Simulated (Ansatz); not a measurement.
Two isomers of C8H16: A = `C=C(C)CC(C)(C)C`, B = `CC(C)/C=C/C(C)C`.

Program: Ansatz. Geometries: PBE0-D4/def2-TZVP. ΔE: electronic, gas phase. CCSD(T)/CBS adds triple-zeta CCSD(T) − MP2 to the extrapolated MP2 energy (def2 sets, frozen cores). Functionals use def2-TZVPP. B3LYP here is the variant with VWN-RPA as its local correlation; programs differ in this. Each species was taken in one conformer, which may not be the lowest.

A:

Z-matrix (Å, degrees):
```
C
C 1 1.497
H 1 1.091 2 111.6
H 1 1.096 2 110.1 3 120.2
H 1 1.093 2 111.8 3 -121.8
C 2 1.505 1 116.9 3 177.7
C 2 1.330 1 121.3 3 -4.4
C 6 1.546 2 116.9 1 -94.3
H 6 1.096 2 108.8 1 28.0
H 6 1.095 2 109.1 1 143.8
H 7 1.085 2 121.5 1 -177.1
H 7 1.085 2 121.5 1 2.3
C 8 1.526 6 107.4 2 174.5
C 8 1.525 6 110.4 2 -66.7
C 8 1.525 6 111.6 2 54.9
H 13 1.093 8 110.8 6 178.2
H 13 1.094 8 111.1 6 -61.8
H 13 1.094 8 111.1 6 58.3
H 14 1.094 8 110.4 6 -178.3
H 14 1.092 8 111.3 6 61.7
H 14 1.094 8 111.1 6 -58.7
H 15 1.094 8 110.2 6 175.8
H 15 1.094 8 111.5 6 56.3
H 15 1.092 8 111.4 6 -64.9
```

B:

```xyz
24

C     0.7896    2.0640   -1.3488
C    -0.5704    1.3931   -1.4307
C    -1.6816    2.3580   -1.0197
C    -0.6744    0.1268   -0.6353
C     0.2611   -0.4176    0.1325
C     0.0983   -1.6785    0.9221
C     1.0988   -2.7353    0.4631
C     0.2535   -1.4021    2.4150
H     1.5887    1.3998   -1.6858
H     0.8109    2.9599   -1.9736
H     1.0146    2.3698   -0.3228
H    -0.7504    1.1239   -2.4818
H    -1.6812    3.2488   -1.6531
H    -2.6657    1.8888   -1.0978
H    -1.5457    2.6776    0.0174
H    -1.6405   -0.3756   -0.6996
H     1.2354    0.0629    0.2186
H    -0.9143   -2.0603    0.7448
H     2.1253   -2.3836    0.6071
H     0.9706   -2.9670   -0.5964
H     0.9815   -3.6603    1.0342
H     1.2471   -0.9973    2.6315
H     0.1343   -2.3194    2.9980
H    -0.4855   -0.6763    2.7611
```

Problem. Which is lower in electronic energy at CCSD(T)/CBS, and by how much? (An estimate is asked.)

Solution. Computed: A, by 1.0 kcal/mol.

Problem. Give E(B) − E(A) in kcal/mol with PBE-D4, CCSD(T)/def2-TZVPP, B3LYP-D4, B2PLYP, B3LYP, BLYP-D4, ωB97M-V. (Best estimate.)

Solution. Ansatz gave: PBE-D4 -0.1, CCSD(T)/def2-TZVPP 1.0, B3LYP-D4 0.0, B2PLYP -1.1, B3LYP -2.8, BLYP-D4 0.2, ωB97M-V 0.9. The order is the other way round with B2PLYP, B3LYP.

Largest T1 diagnostic: 0.009.

In def2-TZVPP, CCSD(T) changes the Hartree–Fock value by +4.7 kcal/mol (the triples alone add +0.7 kcal/mol) and MP2 by +5.3 kcal/mol. From BLYP to BHLYP (50 % exact exchange), in def2-TZVPP and without D4, E(B) − E(A) moves by +1.1 kcal/mol.
